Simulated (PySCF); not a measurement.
## Optical rotation: `N#CC=C=C(Cl)C#N`, C5HClN2

Geometry:
| atom | x (Å) | y (Å) | z (Å) |
| --- | --- | --- | --- |
| N1 | -2.741 | 1.835 | 0.330 |
| C2 | -2.107 | 0.915 | 0.086 |
| C3 | -1.350 | -0.240 | -0.220 |
| C4 | -0.081 | -0.335 | 0.062 |
| C5 | 1.188 | -0.409 | 0.355 |
| Cl6 | 1.767 | -1.038 | 1.883 |
| C7 | 2.199 | -0.001 | -0.545 |
| N8 | 3.031 | 0.320 | -1.263 |
| H9 | -1.892 | -1.040 | -0.712 |

The calculation used TDDFT PBE0/aug-cc-pVDZ circular dichroism and optical rotation, one conformer, gas phase in PySCF. Geometry: GFN2-xTB.

No stereocentre is labelled: unless the shape is locked (an allene, a helicene, a hindered biaryl), the mirror image is equally populated and a measured rotation or CD is zero.

Q: What is the specific rotation at 633, 589.3, 546, 436, 405, 365, 355 nm?

A: [α] in deg dm⁻¹ (g/mL)⁻¹:
| λ (nm) | origin-invariant length gauge | modified velocity gauge | length gauge (centre of mass) | isotropic polarisability (au) |
| --- | --- | --- | --- | --- |
| 633 | +72.7 | +79.0 | +67.1 | 93.0 |
| 589.3 | +87.4 | +94.8 | +80.9 | 93.7 |
| 546 | +107.4 | +116.2 | +99.4 | 94.5 |
| 436 | +211.3 | +226.4 | +196.6 | 98.3 |
| 405 | +273.2 | +291.4 | +254.8 | 100.2 |
| 365 | +413.0 | +437.2 | +386.8 | 103.6 |
| 355 | +468.3 | +494.5 | +439.3 | 104.8 |

Q: And for the mirror image at 589.3 nm?

A: -87.4 deg dm⁻¹ (g/mL)⁻¹ (origin-invariant length gauge): the same size and the opposite sign.

Q: What is the molar rotation [Φ] = [α]·M/100 of the geometry above at 589.3 nm?

A: With M = 124.53 g/mol, +108.9 deg cm² dmol⁻¹ (origin-invariant length gauge).

The first excitation lies at 4.17 eV (298 nm) with R = +0.6 × 10⁻⁴⁰ esu² cm² (velocity form).
